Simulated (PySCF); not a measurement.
A calculated (LDA, PySCF 2.14, def2-SVP, the non-relativistic Hamiltonian (point nucleus)) atom or ion has these occupied shells.

```
shell  electrons  orbital energy (eV)  rms radius, mean of both spins (bohr)
 1s α          1              -269.94                                  0.316
 1s β          1              -269.04                                  0.316
 2s α          1              -13.914                                   1.77
 2s β          1              -11.399                                   1.77
 2p α          2               -5.940                                   1.89
```

Task: Name the element and its charge.

Result: C (carbon, neutral), in [He] 2s2 2p2, high-spin 3P determinant.
